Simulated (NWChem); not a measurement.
A series in which one site is exchanged, each optimised at PBE0/def2-SVP with NWChem, gas phase unless a solvent is named. All stand in one matching conformer (torsions within 35°), which need not be the lowest. For some, no frequency run checked for a minimum. def2 effective core potentials on I; no spin-orbit coupling.

A: C[S][Mg][F] (CH3FMgS; site = F)
B: C[S][MgH] (CH$_{4}$MgS; site = H)
C: [I][Mg][S]C (CH₃IMgS; site = I)
D: [S]([Mg][Cl])C (CH3ClMgS; site = Cl)

| quantity | A | B | C | D |
|---|---|---|---|---|
| dipole (D), PBE0/def2-SVP | ? | 1.41 | 1.66 | 1.84 |
| orbital gap (eV), PBE0/def2-SVP | ? | 5.62 | 5.13 | 5.25 |
| static polarisability, PBE/def2-SVPD (bohr³) | ? | 69.6 | 105.1 | 77.8 |
| lowest singlet excitation, PBE/def2-SVPD, TDA (eV) | ? | 3.79 | 3.38 | 3.49 |

Q: Fill in the missing entries.

A: 
- dipole (D), PBE0/def2-SVP, A: 1.81
- orbital gap (eV), PBE0/def2-SVP, A: 5.26
- static polarisability, PBE/def2-SVPD (bohr³), A: 60.7
- lowest singlet excitation, PBE/def2-SVPD, TDA (eV), A: 3.51
